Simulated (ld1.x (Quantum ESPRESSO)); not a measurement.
# Plane-wave convergence, ultrasoft potential for H

H, ultrasoft, made with ld1.x (Quantum ESPRESSO) 7.5 (PBE, scalar-relativistic). Core none, reference 1s1. Waves: 1s (bound): rcut 1.05, rcutus 1.25 bohr; 1s channel at 0.5 Ry: rcut 1.05, rcutus 1.25 bohr; 2p channel at 0.15 Ry: rcut 0.80, rcutus 0.95 bohr; 2p channel at 1.45 Ry: rcut 0.80, rcutus 0.95 bohr. Local part: all-electron potential smoothed inside 1.15 bohr (lloc = -1). Core correction: none. Augmentation charge: PSQ, inside the norm-conserving radii.

The pseudo-atom Hamiltonian at the reference potential is diagonalised in spherical Bessel functions j_l(qr) that vanish at 20 bohr, with q² up to the cutoff. All-electron valence levels (Ry): 1s -0.4772.

**Question.** How do the lowest levels (Ry) of each channel move with the cutoff, and are there ghosts?

**Answer.**

| cutoff (Ry) | s #1 | s #2 | p #1 | d #1 | f #1 | f #2 | Σ f·Δε (mRy) |
| --- | --- | --- | --- | --- | --- | --- | --- |
| 8 | -0.4442 | 0.0116 | 0.0294 | 0.0773 | 0.1194 | 0.2591 | 33.0 |
| 10 | -0.4566 | 0.0109 | 0.0294 | 0.0773 | 0.1194 | 0.2591 | 20.6 |
| 12 | -0.4649 | 0.0105 | 0.0294 | 0.0773 | 0.1194 | 0.2591 | 12.3 |
| 15 | -0.4702 | 0.0103 | 0.0294 | 0.0773 | 0.1194 | 0.2591 | 7.0 |
| 18 | -0.4745 | 0.0100 | 0.0294 | 0.0773 | 0.1194 | 0.2591 | 2.7 |
| 21 | -0.4759 | 0.0100 | 0.0294 | 0.0773 | 0.1194 | 0.2591 | 1.3 |
| 25 | -0.4766 | 0.0099 | 0.0294 | 0.0773 | 0.1194 | 0.2591 | 0.6 |
| 30 | -0.4770 | 0.0099 | 0.0294 | 0.0773 | 0.1194 | 0.2591 | 0.1 |
| 35 | -0.4772 | 0.0099 | 0.0294 | 0.0773 | 0.1194 | 0.2591 | 0.0 |
| 400 | -0.4772 | 0.0099 | 0.0294 | 0.0773 | 0.1194 | 0.2591 | 0.0 |

Result: no extra level below or beside the all-electron valence levels (s, p, d, f tested); 10 mRy is reached at 15 Ry and 1 mRy at 25 Ry.
